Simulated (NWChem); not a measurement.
**Atomisation of H$_{3}$P$_{2}$**

```
P
H 1 1.4386
H 1 1.4425 2 95.02
P 1 2.2040 2 96.78 3 100.77
H 4 1.4468 1 91.23 2 -157.76
```
Charge 0, spin multiplicity 2.

The numbers come from NWChem runs, not from measurements. Structure: optimised with UPBE/def2-SVP, a minimum by its harmonic frequencies. It is one conformer; others weren't searched.

Basis set: def2-TZVP. The atomisation energy is electronic alone: no zero-point, thermal, spin-orbit or counterpoise terms. No value is extrapolated to the basis-set limit. Free atoms are single determinants with multiplicities P 4, H 2. Correlated methods freeze the same cores in atoms and molecule, 10 orbitals in all.

The structure started from a generated list of species. No SCF solution was tested for a lower state. Open-shell Hartree-Fock references start from PBE0 orbitals.

### Question
Order these methods by the atomisation energy they give, lowest first: HF, PBE0, MP2, LDA (SVWN5), PBE.

### Answer
HF (187.7 kcal/mol), MP2 (257.5 kcal/mol), PBE0 (285.5 kcal/mol), PBE (291.1 kcal/mol), LDA (SVWN5) (332.9 kcal/mol)
